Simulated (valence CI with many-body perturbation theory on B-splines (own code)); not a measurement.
# Cu XXIV: calculated level list

Method: valence CI with perturbative core correlation (CI+MBPT): four valence electrons over a frozen Dirac-Fock core [He], radial functions for each j: 11 s, 11 p, 10 d, 8 f, 5 g, 2 h, with the one-electron correlation potential Σ1 (screened to all orders), the two-electron term Σ2, the three-electron term Σ3, Breit, model QED; selected single and double excitations, second order for the rest, scaled by the run's own slope (own B-spline code, finite nucleus).

No measured spectrum was set against this ion. As an estimate, levels of excited configurations hold to 0.05 to 0.15 % of their energy, terms of the ground configuration to about 0.5 %. Among the levels kept, up to 1000 cm⁻¹ of a level comes from second order outside the variational space, and about a tenth of that is noise between levels of different J, which matters for small intervals.

Levels 46 to 90 of 197, with energies above the lowest level, 2s2 2p2 3P_0. "Leading %" is the weight of the configuration and term that name the level; weights of strongly mixed levels are sums over their largest components and can fall short, so below about 35 % the name and the second component can differ from the true leading terms, or belong to a minority configuration. Lifetimes count E1, E2, E3, M1 and M2 decay at the calculated energies, and are blank where another channel may lead or the interval is too uncertain; long ones can be off by a factor of two.

| No. | Configuration | Term | J | E (× 10³ cm⁻¹) | Leading % | Second component | g | Lifetime |
| --- | --- | --- | --- | --- | --- | --- | --- | --- |
| 46 | 2s 2p2 3p | 5D° | 0 | 10602 | 81 | 12 % 2s 2p2 3p 3P° |  | 302 fs |
| 47 | 2s 2p2 3p | 5D° | 1 | 10607 | 49 | 14 % 2s 2p2 3p 3S° | 1.663 | 166 fs |
| 48 | 2s2 2p 3d | 3D° | 3 | 10609 | 65 | 26 % 2s2 2p 3d 3F° | 1.244 | 31.9 fs |
| 49 | 2s2 2p 3d | 3P° | 2 | 10628 | 50 | 40 % 2s2 2p 3d 3D° | 1.331 | 33.6 fs |
| 50 | 2s2 2p 3d | 3P° | 1 | 10629 | 67 | 22 % 2s2 2p 3d 3D° | 1.273 | 40.5 fs |
| 51 | 2s2 2p 3d | 3P° | 0 | 10632 | 91 | 6 % 2s 2p2 3p 5D° |  | 48.5 fs |
| 52 | 2s 2p2 3s | 3P | 2 | 10658 | 78 | 8 % 2s 2p2 3s 3D | 1.438 | 214 fs |
| 53 | 2s 2p2 3p | 5D° | 2 | 10669 | 63 | 26 % 2s 2p2 3p 5P° | 1.591 | 7.68 ps |
| 54 | 2s 2p2 3p | 3S° | 1 | 10685 | 33 | 32 % 2s 2p2 3p 5D° | 1.615 | 111 fs |
| 55 | 2s2 2p 3d | 1F° | 3 | 10690 | 79 | 14 % 2s2 2p 3d 3D° | 1.049 | 19.9 fs |
| 56 | 2s2 2p 3d | 1P° | 1 | 10698 | 63 | 9 % 2s2 2p 3d 3D° | 1.175 | 38.6 fs |
| 57 | 2s 2p2 3p | 3D° | 1 | 10722 | 45 | 34 % 2s 2p2 3p 5P° | 1.341 | 103 fs |
| 58 | 2s 2p2 3p | 5P° | 2 | 10737 | 39 | 28 % 2s 2p2 3p 5D° | 1.601 | 481 fs |
| 59 | 2s 2p2 3p | 5D° | 3 | 10751 | 84 | 14 % 2s 2p2 3p 5P° | 1.512 | 20.8 ps |
| 60 | 2s 2p2 3p | 3D° | 1 | 10780 | 38 | 34 % 2s 2p2 3p 5P° | 1.559 | 143 fs |
| 61 | 2s 2p2 3p | 5P° | 3 | 10793 | 55 | 31 % 2s 2p2 3p 3D° | 1.517 | 419 fs |
| 62 | 2s 2p2 3s | 3D | 1 | 10815 | 90 | 4 % 2s 2p2 3s 1P | 0.554 | 196 fs |
| 63 | 2s 2p2 3p | 3D° | 2 | 10817 | 70 | 14 % 2s 2p2 3p 5P° | 1.326 | 116 fs |
| 64 | 2s 2p2 3p | 5D° | 4 | 10823 | 90 | 9 % 2s 2p2 3p 3F° | 1.473 | 125 ps |
| 65 | 2s 2p2 3s | 3D | 2 | 10830 | 76 | 11 % 2s 2p2 3s 1D | 1.184 | 208 fs |
| 66 | 2s 2p2 3p | 3P° | 0 | 10854 | 90 | 8 % 2s 2p2 3p 5D° |  | 103 fs |
| 67 | 2s 2p2 3p | 5S° | 2 | 10858 | 70 | 14 % 2s 2p2 3p 5P° | 1.883 | 824 fs |
| 68 | 2s 2p2 3s | 3D | 3 | 10863 | 88 | 10 % 2s 2p2 3s 5P | 1.362 | 182 fs |
| 69 | 2s 2p2 3d | 5F | 1 | 10865 | 81 | 8 % 2s 2p2 3d 5D | 0.195 | 1.18 ps |
| 70 | 2s 2p2 3d | 5F | 2 | 10876 | 63 | 21 % 2s 2p2 3d 5D | 1.159 | 373 fs |
| 71 | 2s 2p2 3p | 3P° | 2 | 10894 | 74 | 9 % 2s 2p2 3p 3D° | 1.457 | 112 fs |
| 72 | 2s 2p2 3p | 3P° | 1 | 10897 | 65 | 15 % 2s 2p2 3p 3S° | 1.473 | 97.3 fs |
| 73 | 2s 2p2 3p | 3D° | 3 | 10897 | 60 | 25 % 2s 2p2 3p 5P° | 1.385 | 122 fs |
| 74 | 2s 2p2 3d | 5F | 3 | 10902 | 46 | 33 % 2s 2p2 3d 5D | 1.383 | 131 fs |
| 75 | 2s 2p2 3s | 1D | 2 | 10924 | 75 | 13 % 2s 2p2 3s 3P | 1.083 | 315 fs |
| 76 | 2s 2p2 3s | 3P | 1 | 10934 | 47 | 30 % 2s 2p2 3s 3S | 1.595 | 234 fs |
| 77 | 2s 2p2 3s | 3P | 0 | 10940 | 79 | 18 % 2s 2p2 3s 1S |  | 228 fs |
| 78 | 2s 2p2 3d | 5F | 4 | 10976 | 69 | 28 % 2s 2p2 3d 5D | 1.384 | 2.55 ps |
| 79 | 2s 2p2 3d | 3P | 2 | 10978 | 36 | 24 % 2s 2p2 3d 5F | 1.318 | 83.9 fs |
| 80 | 2s 2p2 3d | 5D | 0 | 10982 | 93 | 6 % 2s 2p2 3d 3P |  | 1.35 ps |
| 81 | 2s 2p2 3d | 5D | 1 | 10982 | 73 | 11 % 2s 2p2 3d 5F | 1.384 | 247 fs |
| 82 | 2s 2p2 3d | 5F | 3 | 10991 | 47 | 32 % 2s 2p2 3d 5P | 1.411 | 63.2 fs |
| 83 | 2s 2p2 3d | 3F | 2 | 10992 | 39 | 24 % 2s 2p2 3d 5D | 1.106 | 76.9 fs |
| 84 | 2s 2p2 3p | 3F° | 2 | 11026 | 62 | 26 % 2s 2p2 3p 1D° | 0.814 | 273 fs |
| 85 | 2s 2p2 3d | 5F | 5 | 11041 | 91 | 9 % 2s 2p2 3d 3G | 1.379 | 708 ps |
| 86 | 2s 2p2 3d | 5D | 4 | 11047 | 56 | 25 % 2s 2p2 3d 5F | 1.406 | 31.0 ps |
| 87 | 2s 2p2 3d | 3F | 2 | 11048 | 45 | 33 % 2s 2p2 3d 3P | 1.127 | 69.6 fs |
| 88 | 2s 2p2 3p | 3D° | 1 | 11066 | 64 | 19 % 2s 2p2 3p 1P° | 0.732 | 175 fs |
| 89 | 2s 2p2 3d | 5P | 3 | 11068 | 42 | 32 % 2s 2p2 3d 3F | 1.414 | 43.7 fs |
| 90 | 2s 2p2 3d | 3P | 1 | 11084 | 64 | 17 % 2s 2p2 3d 3D | 1.321 | 59.1 fs |

Names give the largest LS component (configuration and term), which can be under half, so a name can repeat, a term be missing and a line seem to break the LS rules; names also repeat where a configuration has a term twice.
